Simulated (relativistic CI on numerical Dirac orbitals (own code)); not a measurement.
# Ti2+: K-beta X-ray emission

Computed with this model: Dirac-Coulomb-Breit CI, KLI orbitals optimised for each configuration, model QED, valence Slater integrals scaled by 0.7, multiplet model of X-ray emission after core ionisation; configurations [Ar] 3d2 → 1s 2s2 2p6 3s2 3p6 3d2 → [Ne] 3s2 3p5 3d2; 80 K; Lorentzian 2.24 eV and Gaussian 1 eV FWHM. Energies are those of the free ion, without screening or charge transfer. S is read from ⟨S²⟩ = S(S + 1).

Field parameters in Wybourne normalisation: D4h B²₀ = −7Ds, B⁴₀ = 21(Dq − Dt), B⁴₄ = 21√(5/14) Dq. The field is a parameter set, without covalency.

free ion: ground-state S = 1.00, centroid 4931.76 eV. Peaks (eV, height): 4920.2 (10), 4924.4 (11), 4933.0 (100).

D4h, 10Dq = 12950, Ds = -1500, Dt = 860 cm⁻¹: ground-state S = 1.00, centroid 4931.97 eV. Peaks (eV, height): 4919.8 (7), 4923.6 (9), 4933.2 (100).

Strongest unbroadened transitions for D4h, 10Dq = 12950, Ds = -1500, Dt = 860 cm⁻¹:

```
Energy (eV)  Relative strength
    4931.60               13.7
    4931.91               12.3
    4932.73               25.7
    4932.77               16.2
    4932.80               19.5
    4932.88               17.1
    4932.89               18.5
    4933.14               29.6
    4933.15               29.0
    4933.17               54.9
    4933.36               42.7
    4933.40               51.9
    4933.44               29.9
    4933.45               13.3
    4933.87               14.4
    4934.24               44.9
    4934.25               13.1
    4934.76              100.0
```
